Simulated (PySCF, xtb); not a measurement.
HgBr, SMILES [Hg+][Br], charge +1.

Harmonic wavenumbers (cm⁻¹) from xtb with GFN2-xTB at its own minimum, in rising order: 216.

Q: What does PySCF with PBE-D3(BJ)/def2-TZVP give at its own minimum? (An estimate is asked for; the answer gives what the named calculation found.)

A: 237. Paired by order, the mean absolute difference is 21 cm⁻¹ and the zero-point energies are 0.3 and 0.3 kcal/mol.
